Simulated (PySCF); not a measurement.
A search over the determinants of SiSb

Unrestricted PBE0; Si aug-cc-pV(D+d)Z, Sb aug-cc-pVDZ-PP with ECP28; scalar-relativistic core potentials (PySCF 2.14). Outer shells of the fragments: Si 3s2 3p2; Sb 4d10 5s2 5p3.

Followed along the bond (rough minima from three points):

```json
{"2Ms+1": "2", "unpaired": "π ↑", "⟨S²⟩ at the start": "0.77", "R at minimum (Å)": "2.39", "Te (eV)": "0.00"}
{"2Ms+1": "2", "unpaired": "σ ↑", "⟨S²⟩ at the start": "0.76", "R at minimum (Å)": "2.28", "Te (eV)": "0.24"}
{"2Ms+1": "4", "unpaired": "σ ↑, π ↑↑", "⟨S²⟩ at the start": "3.76", "R at minimum (Å)": "2.50", "Te (eV)": "1.58"}
{"2Ms+1": "4", "unpaired": "π ↑↑↑", "⟨S²⟩ at the start": "3.76", "R at minimum (Å)": "none in the scan", "Te (eV)": "≤ 1.17"}
{"2Ms+1": "2", "unpaired": "π ↑↑↓", "⟨S²⟩ at the start": "1.76", "R at minimum (Å)": "none in the scan", "Te (eV)": "≤ 1.51"}
```

Solutions found at the starting distance of 2.480 Å, counted from the lowest of them; the search is not exhaustive and high or unbound solutions are not listed, so other states can lie among these:

```json
{"2Ms+1": "2", "unpaired": "π ↑", "term": "²Π", "E (eV)": "0.00", "⟨S²⟩": "0.77", "⟨Lz²⟩": "1.00", "μ (D)": "-0.09"}
{"2Ms+1": "2", "unpaired": "σ ↑", "term": "²Σ⁺", "E (eV)": "0.49", "⟨S²⟩": "0.76", "⟨Lz²⟩": "0.00", "μ (D)": "-0.36"}
{"2Ms+1": "4", "unpaired": "π ↑↑↑", "term": "⁴Π", "E (eV)": "1.26", "⟨S²⟩": "3.76", "⟨Lz²⟩": "1.01", "μ (D)": "0.87"}
{"2Ms+1": "4", "unpaired": "σ ↑, π ↑↑", "term": "mixed", "E (eV)": "1.53", "⟨S²⟩": "3.76", "⟨Lz²⟩": "2.01", "μ (D)": "0.17"}
{"2Ms+1": "2", "unpaired": "π ↑↑↓", "term": "mixed", "E (eV)": "1.61", "⟨S²⟩": "1.76", "⟨Lz²⟩": "3.02", "μ (D)": "0.86"}
{"2Ms+1": "2", "unpaired": "σ ↓, π ↑↑", "term": "mixed", "E (eV)": "1.95", "⟨S²⟩": "1.77", "⟨Lz²⟩": "2.01", "μ (D)": "0.26"}
{"2Ms+1": "4", "unpaired": "σ ↑, π ↑↑", "term": "mixed", "E (eV)": "2.01", "⟨S²⟩": "3.76", "⟨Lz²⟩": "2.01", "μ (D)": "-0.12"}
{"2Ms+1": "2", "unpaired": "σ ↓, π ↑↑", "term": "mixed", "E (eV)": "2.43", "⟨S²⟩": "1.77", "⟨Lz²⟩": "2.01", "μ (D)": "-0.03"}
{"2Ms+1": "6", "unpaired": "σ ↑, π ↑↑↑↑", "term": "⁶Σ⁺", "E (eV)": "2.52", "⟨S²⟩": "8.75", "⟨Lz²⟩": "0.00", "μ (D)": "1.59"}
{"2Ms+1": "2", "unpaired": "π ↑", "term": "mixed", "E (eV)": "2.75", "⟨S²⟩": "0.76", "⟨Lz²⟩": "3.01", "μ (D)": "0.78"}
{"2Ms+1": "4", "unpaired": "σ ↓, π ↑↑↑↑", "term": "mixed", "E (eV)": "3.40", "⟨S²⟩": "4.78", "⟨Lz²⟩": "0.00", "μ (D)": "1.98"}
{"2Ms+1": "4", "unpaired": "σ ↑, π ↑↑", "term": "⁴Σ⁻", "E (eV)": "4.34", "⟨S²⟩": "3.75", "⟨Lz²⟩": "0.00", "μ (D)": "0.02"}
{"2Ms+1": "4", "unpaired": "σ ↑↑, π ↑", "term": "⁴Π", "E (eV)": "4.45", "⟨S²⟩": "3.76", "⟨Lz²⟩": "1.01", "μ (D)": "-0.45"}
{"2Ms+1": "4", "unpaired": "π ↑↑↑", "term": "⁴Π", "E (eV)": "4.68", "⟨S²⟩": "3.79", "⟨Lz²⟩": "1.01", "μ (D)": "0.17"}
```

A term symbol is given only where ⟨S²⟩ and ⟨Lz²⟩ are close to those of a pure state; real π, δ and φ orbitals otherwise mix terms. A positive dipole means Si(−)Sb(+).

Question: Compare the gap between the two lowest followed solutions at the starting distance with the gap between their minima.

Answer: At PBE0 the second solution (doublet, unpaired electrons σ ↑) lies +0.49 eV from the first (doublet, unpaired electrons π ↑) at 2.480 Å and +0.24 eV at the minima; the two curves relax by different amounts, since their minima lie near 2.28 and 2.39 Å.

Spin–orbit coupling is left out. Counting both spins, an empty level lies below a filled one in some of these solutions, because spin and occupation are held.
